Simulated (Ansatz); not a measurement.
Geometry optimisation, Ansatz, RKS PBE/def2-SVP.

Input:

```yaml
crystal:
  periodic: [false, false, false]
  atoms:
    - { symbol: Ta, position_ang: [-0.069038, -0.166793, -0.059735] }
    - { symbol: Cl, position_ang: [2.281632, -0.690152, -0.396149] }
    - { symbol: F, position_ang: [0.493639, 0.520838, 1.611898] }
    - { symbol: Cl, position_ang: [-0.400054, -0.496827, -2.348882] }
    - { symbol: Cl, position_ang: [-1.724567, 1.462433, -0.045606] }
    - { symbol: F, position_ang: [-0.869979, -1.714818, 0.569242] }
    - { symbol: P, position_ang: [1.400433, 3.081913, -1.121562] }
    - { symbol: H, position_ang: [2.559784, 2.805465, -1.934369] }
    - { symbol: H, position_ang: [0.502461, 2.728891, -2.190125] }
    - { symbol: H, position_ang: [1.45129, 1.73875, -0.619713] }
basis:
  gaussian: { orbitals: def2-SVP }
hamiltonian:
  xc: pbe
relax:
  f_tol: 0.03
  max_steps: 50
output:
  orbitals: {}
```

Command:

```bash
$ ansatz run input.yaml --threads 4 --pin off --max-ram 5120MiB --backend cpu --events-out ev --progress --plain --runs-dir out
```

Problem. Where does it end, and by what steps?

Solution. The forces met the threshold. The force dipped under the threshold on the way, but the program's further checks kept it going. After 32 steps the energy has fallen by 0.262 eV; H10 moved furthest, 1.73 Å. Parted: Ta1–H10.

```csv
step,energy less start (eV),largest force component (eV/Å),accepted
0,0.0000,1.085,yes
2,-0.0978,0.169,yes
4,-0.1091,0.169,yes
6,-0.1239,0.337,yes
8,-0.1621,0.838,yes
10,-0.2228,0.431,yes
12,-0.2393,0.767,yes
14,-0.2486,0.050,yes
16,-0.2495,0.110,yes
18,-0.2498,0.191,no
20,-0.2532,0.073,yes
22,-0.2561,0.134,yes
24,-0.2577,0.220,no
26,-0.2605,0.093,yes
28,-0.2614,0.089,yes
30,-0.2622,0.012,yes
32,-0.2625,0.018,yes
```

```xyz
10
Properties=species:S:1:pos:R:3
Ta -0.234 -0.628 0.012
Cl 2.020 -0.498 -0.416
F 0.085 -0.242 1.843
Cl -0.724 -1.303 -2.178
Cl -1.452 1.310 -0.194
F -1.023 -2.215 0.615
P 1.979 3.715 -1.773
H 2.398 2.393 -2.167
H 0.584 3.375 -1.903
H 1.993 3.363 -0.375
```

The run took 2.5 min on 4 threads of Arm Neoverse N1, on a shared host, peak memory 0.24 GiB.
